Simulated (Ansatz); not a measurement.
Geometry optimisation, RKS B3LYP-D4/def2-SVP (Ansatz 0.2.0).

The input (input.yaml):

```yaml
crystal:
  periodic: [false, false, false]
  atoms:
    - { symbol: B, position_ang: [0.0, 0.0, 0.0] }
    - { symbol: F, position_ang: [0.0, 0.0, 1.32] }
    - { symbol: O, position_ang: [1.2211, 0.0, -0.705] }
    - { symbol: H, position_ang: [1.5209, -0.9519, -0.8599] }
    - { symbol: O, position_ang: [-1.2211, 0.0, -0.705] }
    - { symbol: H, position_ang: [-1.7308, -0.8467, -0.4965] }
basis:
  gaussian: { orbitals: def2-SVP }
hamiltonian:
  xc: b3lyp
  dispersion: d4
relax:
  f_tol: 0.02
  max_steps: 40
```

Run as:

```bash
$ ansatz run input.yaml --threads 1 --pin off --max-ram 2048MiB --backend cpu --events-out ev --progress --plain --runs-dir out
```

**Question.** Where does it end, and by what steps?

**Answer.** The forces met the threshold. After 8 steps the energy has fallen by 0.953 eV; H4 moved furthest, 0.60 Å.

```json
{"step": "0", "energy less start (eV)": "0.0000", "largest force component (eV/Å)": "2.151", "accepted": "yes"}
{"step": "1", "energy less start (eV)": "-0.1894", "largest force component (eV/Å)": "2.455", "accepted": "yes"}
{"step": "2", "energy less start (eV)": "-0.3204", "largest force component (eV/Å)": "2.183", "accepted": "yes"}
{"step": "3", "energy less start (eV)": "-0.5290", "largest force component (eV/Å)": "2.390", "accepted": "yes"}
{"step": "4", "energy less start (eV)": "-0.8405", "largest force component (eV/Å)": "0.418", "accepted": "yes"}
{"step": "5", "energy less start (eV)": "-0.9446", "largest force component (eV/Å)": "0.437", "accepted": "yes"}
{"step": "6", "energy less start (eV)": "-0.9449", "largest force component (eV/Å)": "0.270", "accepted": "yes"}
{"step": "7", "energy less start (eV)": "-0.9500", "largest force component (eV/Å)": "0.214", "accepted": "yes"}
{"step": "8", "energy less start (eV)": "-0.9532", "largest force component (eV/Å)": "0.010", "accepted": "yes"}
```

```xyz
6
Properties=species:S:1:pos:R:3
B 0.050 -0.205 0.046
F -0.195 0.172 1.305
O 1.338 -0.254 -0.364
H 1.419 -0.535 -1.283
O -0.978 -0.527 -0.786
H -1.843 -0.450 -0.365
```

The run took 18 s on 1 thread of Arm Neoverse V1, with other jobs on the host, peak memory 0.13 GiB.
